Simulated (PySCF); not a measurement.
## Ar²⁺: ionisation energy

Ar²⁺ [Ne] 3s2 3p4 [3p1/2^2 3p3/2^2, M_J = 2] → Ar³⁺ [Ne] 3s2 3p3 [3p1/2^2 3p3/2^1, M_J = 3/2], as a difference of total energies. Computed with PySCF 2.14 in an even-tempered Gaussian basis (22 s from 0.054 bohr⁻², ratio 2.4; 15 p from 0.071 bohr⁻², ratio 2.4; 6 d from 1.1 bohr⁻², ratio 2.6; 5 f from 1.7 bohr⁻², ratio 2.6), with the two-component X2C-1e Hamiltonian. Correlated levels: 1s2 frozen; the 52 highest virtual spinors dropped. "Screened" scales the spin-orbit matrix elements by Boettger's factors to mimic the two-electron term; Breit and QED terms are absent.

```
                    method  ionisation energy (eV)
 GHF (screened spin-orbit)                  39.270
GMP2 (screened spin-orbit)                  40.050
```

**Question.** How much does correlation contribute at GMP2 (screened spin-orbit)?

**Answer.** 40.050 − (39.270) = 0.780 eV, measured against GHF (screened spin-orbit).

The labels give the starting determinants; with spin-orbit coupling the two ends relaxed to ⟨J²⟩ = 6.01, ⟨L²⟩ = 2.02, ⟨S²⟩ = 2.00 and ⟨J²⟩ = 3.75, ⟨L²⟩ = 0.00, ⟨S²⟩ = 3.75.

For comparison: 40.735 ± 0.012 eV (semi-empirical (NIST evaluation); NIST Atomic Spectra Database, ionization energies).
